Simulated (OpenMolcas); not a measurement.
## Ti2+: effect of the metal basis

Ti2+ with its 6 nearest bromide ions at 2.796 Å, on the Ca site of CsCaBr3 (a = 5.69 Å, distance in the model lattice 2.845 Å). The rest of the host is ab initio model potentials to 7.6 Å and point charges beyond; the distance is set by hand and nothing relaxes.

```yaml
Program: OpenMolcas 26.06
Method: "SS-CASPT2, IPEA 0.25 Eh, imaginary shift 0.1 Eh (closed shells correlated: 3s 3p and the ligand valence shells)"
Spin-orbit_coupling: state interaction with AMFI integrals over the reference wave functions
```

Fixed: ligand basis ANO-RCC-VDZP, active space 2 electrons in 5 orbitals (3d), DKH2 Hamiltonian.

States (labels of O, the rotations of Oh). Energies in cm-1 above the lowest state or level, χT in cm3 K/mol; under a threefold ground state the first gap can be a small split of the lowest multiplet, not the spin-orbit step.

```
Run   Metal basis  Ground state  First state of that spin  First gap with spin-orbit (degeneracies)  χT at 300 K  First state of another spin                    Cost
  A  ANO-RCC-VDZP           3T1                  3T2 5360                                  3 (2, 3)        1.143                     1T2 8090  roughly 3 core-minutes
  B  ANO-RCC-VTZP           3T1                  3T2 6020                                  3 (2, 3)        1.140                     1T2 7720  roughly 8 core-minutes
```

Against A, the first state of the same spin changes by +12.3 % in B.

Costs are those of the CASPT2 steps.

Roots that are degenerate in the reference are averaged as groups; the widest CASPT2 spread within a group is 490 cm-1 (the 3-fold group of multiplicity 3 near 5360 cm-1 above the lowest state of its run, A). Shifts and gaps below about the spread of the groups concerned are not significant. Over all roots computed the reference weight is 0.70 to 0.71 in A, 0.69 to 0.71 in B; a low but even weight reflects the number of correlated electrons. An orbital triplet at a regular site is open to Jahn-Teller coupling, which can distort the site and quench the lowest spin-orbit gaps and is left out. Ligand-to-metal charge-transfer states are missing. These CASPT2 states fit no ligand-field parameters well, so their order and spin gaps are uncertain. With no ligand orbital active B as a rule stays too high, so bands that hang on it stand too high and its fall with covalency is understated. With one d shell and no ligand orbital active, 10Dq can be off by tens of per cent for divalent 3d ions, low with halides held by bare charges and at times high in hosts. Free-ion shares, where given, are those of the reference states; single-state CASPT2 does not remix them. No measured value stands beside these numbers; the geometry was set by hand and not optimised.
